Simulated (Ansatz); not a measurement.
The same path of FGeH₄N (7 atoms, charge 0, multiplicity 1) was run twice with different band settings. Lost on the way: Ge1–F2, N3–H4. Made: F2–H4.

The calculation used RKS B3LYP-D4/def2-SVP in Ansatz 0.2.0.

Relaxed end points:

```xyz
7
Properties=species:S:1:pos:R:3
Ge -0.157 -0.428 0.521
F 1.475 -0.718 1.115
N -0.158 0.699 -0.906
H 0.283 0.353 -1.756
H -0.684 -1.798 0.073
H -0.907 0.239 1.683
H 0.149 1.653 -0.729
```

```xyz
7
Properties=species:S:1:pos:R:3
Ge -0.758 -0.135 0.678
F 1.823 -1.012 -1.063
N 0.119 0.807 -0.452
H 1.315 -0.200 -1.003
H -0.339 -1.586 0.896
H -1.959 0.355 1.512
H -0.202 1.770 -0.569
```

Common settings: movable images 9; climbing image yes; spring 5.0 eV/Å²; optimiser quadratic models (default); force threshold 0.05 eV/Å; iteration limit 60; end points relaxed.

| run | start path |
| --- | --- |
| 1 | through a guess of the saddle point |
| 2 | straight line |

Problem. What does each run give, and how far can it be trusted?

Solution. Run 1: converged after 15 iterations, highest image 2.758 eV above the first end. Neighbouring images differ by up to 1.3 eV, so the band resolves the path poorly. A vibrational analysis at the climbing image gives one clearly imaginary mode, 286i cm⁻¹: a first-order saddle point.
Run 2: converged after 14 iterations, highest image 2.758 eV above the first end. Neighbouring images differ by up to 1.3 eV, so the band resolves the path poorly. Another band between the same ends (9 images) ends at a top of the same energy, where a vibrational analysis finds 1 clearly imaginary mode.
The orbitals stay closed-shell, which can raise the energy where a bond breaks towards radicals; this wasn't checked here.
